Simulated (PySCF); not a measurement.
Run record: excited-state job, `C[CH](C)[Ga@@H-]([NH3+])[F]`.

Method: TDDFT wB97X-D/def2-SVPD, vertical, gas phase, core orbitals frozen in the response (PySCF 2.14.0, density-fitted response routines). Geometry: GFN2-xTB. The input is one job of a driver script: a line of settings, then coordinates in Å.

Command:
```bash
OMP_NUM_THREADS=1 python probes_run.py task.json out
```

Input:
```
{"job": {"kind": "uv", "xc": "wB97X-D", "basis": "def2-SVPD", "nstates": 8, "ntriplets": 3}, "charge": 0, "multiplicity": 1}
C     -0.882318    -1.457483     0.013911
C     -0.910424    -0.103676    -0.698585
C     -1.840706     0.880619     0.010784
Ga     0.983024     0.690145    -0.850006
N      2.118432     0.168723     0.998157
F      2.234331    -0.246455    -1.699697
H     -0.587776    -1.339299     1.058454
H     -1.864489    -1.931970    -0.006962
H     -0.170894    -2.125924    -0.475189
H     -1.308580    -0.274191    -1.708777
H     -1.828860     1.847203    -0.495588
H     -1.521903     1.037462     1.041934
H     -2.866867     0.509534     0.022432
H      1.348573     2.206938    -0.920669
H      3.066054     0.390028     0.695789
H      2.070608    -0.843150     1.102508
H      1.954797     0.603524     1.901594
```

Output:
```
coarse grid: 60568 points
cycle   1  E = -2199.8959755158  dE = -3.464e-01  |g| = 7.793e-01  |ddm| = 5.201e+00
cycle   2  E = -2199.8528988234  dE =  4.308e-02  |g| = 1.026e+00  |ddm| = 1.571e+00
cycle   3  E = -2200.0062896182  dE = -1.534e-01  |g| = 6.903e-02  |ddm| = 7.997e-01
cycle   4  E = -2200.0071470560  dE = -8.574e-04  |g| = 4.025e-02  |ddm| = 1.592e-01
cycle   5  E = -2200.0074619752  dE = -3.149e-04  |g| = 6.940e-03  |ddm| = 5.382e-02
cycle   6  E = -2200.0074718778  dE = -9.903e-06  |g| = 2.403e-03  |ddm| = 1.492e-02
final grid: 128608 points
cycle   7  E = -2200.0074976903  dE = -1.868e-06  |g| = 2.311e-03  |ddm| = 1.433e-02
cycle   8  E = -2200.0074978171  dE = -1.268e-07  |g| = 2.387e-03  |ddm| = 5.270e-03
cycle   9  E = -2200.0074985791  dE = -7.620e-07  |g| = 2.092e-04  |ddm| = 2.495e-03
cycle  10  E = -2200.0074985884  dE = -9.247e-09  |g| = 6.720e-05  |ddm| = 3.334e-04
cycle  11  E = -2200.0074985901  dE = -1.732e-09  |g| = 2.446e-05  |ddm| = 2.208e-04
cycle  12  E = -2200.0074985902  dE = -1.282e-10  |g| = 5.361e-06  |ddm| = 4.323e-05
converged SCF energy = -2200.0074985902

Static polarisability (au): isotropic 77.921, principal 69.862 76.995 86.906

Singlet excitations
state   eV       nm        f      main configurations
  1   6.2054    199.8   0.00393   H->L 0.67, H->L+1 0.24
  2   6.7559    183.5   0.01601   H->L+1 0.60, H->L 0.25
  3   7.2195    171.7   0.01088   H->L+2 0.84
  4   7.6344    162.4   0.24236   H->L+3 0.64, H-1->L 0.17
  5   7.9317    156.3   0.10326   H-1->L 0.50, H->L+5 0.17, H-1->L+1 0.11
  6   8.0412    154.2   0.27122   H->L+4 0.78
  7   8.2220    150.8   0.05526   H->L+5 0.45, H->L+7 0.10, H->L+3 0.10
  8   8.4214    147.2   0.08335   H->L+6 0.43, H-1->L+1 0.18, H-1->L+2 0.12

Triplet excitations (Tamm-Dancoff, eV): 6.0258 6.3540 6.9943
```

The SCF starts on a coarse grid where the log names one; the energy can jump when the final grid takes over, and dE then counts from the start density on the new grid. H and L stand for HOMO and LUMO; the number after each pair is its weight.

How does the lowest singlet excitation compare with the HOMO–LUMO gap?

HOMO -8.68 eV and LUMO 1.32 eV give a gap of 10.00 eV; S1 at 6.21 eV lies 3.79 eV below it.

Main results: HOMO -8.68 eV, LUMO 1.32 eV; lowest singlet 6.21 eV; lowest triplet 6.03 eV (Tamm–Dancoff); mean polarisability 77.9 au.

 Relativistic effects, spin–orbit coupling among them, are left out although an element past zinc is present.

Estimate the wall time. Hardware: one thread, Arm Neoverse V1 (aarch64), no GPU (shared host). And the peak memory of the process?

About 67 s (density and orbital grids were written too), with 0.97 GiB resident at the peak, the Python interpreter and its libraries included.

One conformer stands for the species.
Labels such as C1 count atoms from 1, the log's own numbers from 0.

wB97X-D is run here without its empirical dispersion term; that term would change no orbital, density or response property at a fixed geometry.
